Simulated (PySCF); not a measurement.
Spectrum to structure. The calculation used TDDFT wB97X-D/def2-SVPD, vertical, gas phase, core orbitals frozen in the response in PySCF 2.14.0, density-fitted response routines. Geometries: GFN2-xTB, one conformer each.

```json
{"state": "S1", "λ (nm)": "187.2", "f": "0.209"}
{"state": "S2", "λ (nm)": "182.4", "f": "0.0013"}
{"state": "S3", "λ (nm)": "180.9", "f": "0.019"}
{"state": "S4", "λ (nm)": "171.6", "f": "0.0012"}
{"state": "S5", "λ (nm)": "168.3", "f": "0.096"}
{"state": "S6", "λ (nm)": "160.0", "f": "0.066"}
{"state": "S7", "λ (nm)": "159.6", "f": "0.054"}
{"state": "S8", "λ (nm)": "158.0", "f": "0.034"}
```

Triplets computed (Tamm–Dancoff): 5.70, 6.21, 6.23 eV.

**Question.** Which candidate is it?
A. `Cc1ccccc1`
B. `CC[Si](C)([SiH3])[SiH3]`
C. `C=C1C[Si@@H]([SiH3])[Si@@H]1Cl`

**Answer.** B. Its S1, at 6.62 eV, is the highest among the candidates; the nearest of the others has S1 at 5.49 eV. S1 is HOMO→LUMO (89%). Löwdin shares by element: HOMO silicon 70%, carbon 5% or more (atoms not listed hold the other 26%); LUMO silicon 66%, hydrogen 9% or more (atoms not listed hold the other 24%). At the same level the other candidates give, for their lowest levels:
- `Cc1ccccc1`: 226 nm (f 0.003); 200 nm (f 0.016); 175 nm (f 0.511); 174 nm (f 0.740); 171 nm (f 0.003); T1 4.25 eV; HOMO -8.74, LUMO 1.56 eV
- `C=C1C[Si@@H]([SiH3])[Si@@H]1Cl`: 238 nm (f 0.066); 217 nm (f 0.015); 211 nm (f 0.162); 197 nm (f 0.105); 193 nm (f 0.062); T1 3.93 eV; HOMO -9.30, LUMO 0.32 eV

Shape of the structure used: `[CH3:1][CH2:2][Si:3]([CH3:4])([SiH3:5])[SiH3:6]`: C1–C2–Si3–C4 179°.

Without π bonds the low states are Rydberg-like; a valence basis with one diffuse set may place them up to an eV too high.
